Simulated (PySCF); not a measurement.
PySCF 2.14 output of an unrestricted PBE0 calculation on a single atom or ion in 6-31G* (5s4p2d1f, 34 functions), with no relativity, point nucleus:

```
SCF conv_tol = 1e-09
number electrons alpha = 11  beta = 9
    C. Adamo and V. Barone.,  J. Chem. Phys. 110, 6158 (1999)
    M. Ernzerhof and G. E. Scuseria.,  J. Chem. Phys. 110, 5029 (1999)
cycle= 1 E= -760.132840282586  delta_E= -0.00222  |g|= 0.00686  |ddm|= 0.13
cycle= 2 E= -760.132864478616  delta_E= -2.42e-05  |g|= 0.000927  |ddm|= 0.0178
cycle= 3 E= -760.132868770337  delta_E= -4.29e-06  |g|= 0.000469  |ddm|= 0.00629
cycle= 4 E= -760.132874565632  delta_E= -5.8e-06  |g|= 0.000574  |ddm|= 0.00728
cycle= 5 E= -760.132858864652  delta_E= 1.57e-05  |g|= 0.000244  |ddm|= 0.0261
cycle= 6 E= -760.132856188206  delta_E= 2.68e-06  |g|= 8.44e-05  |ddm|= 0.0147
cycle= 7 E= -760.132856167092  delta_E= 2.11e-08  |g|= 4.03e-05  |ddm|= 0.00155
cycle= 8 E= -760.132856168106  delta_E= -1.01e-09  |g|= 5.34e-06  |ddm|= 0.000178
cycle= 9 E= -760.132856168128  delta_E= -2.18e-11  |g|= 3.74e-07  |ddm|= 2.17e-05
converged SCF energy = -760.132856168128  <S^2> = 2.0006044  2S+1 = 3.0004029
```

The run itself started from symmetry-adapted Hartree-Fock orbitals and held the occupation by maximum overlap, on a logarithmic radial grid, so the iterations belong to that start.

Q: Which element, charge and spin multiplicity is this?

A: Sc⁺ (scandium, charge +1), multiplicity 3; the state was [Ar] 3d1 4s1, high-spin 3D determinant.
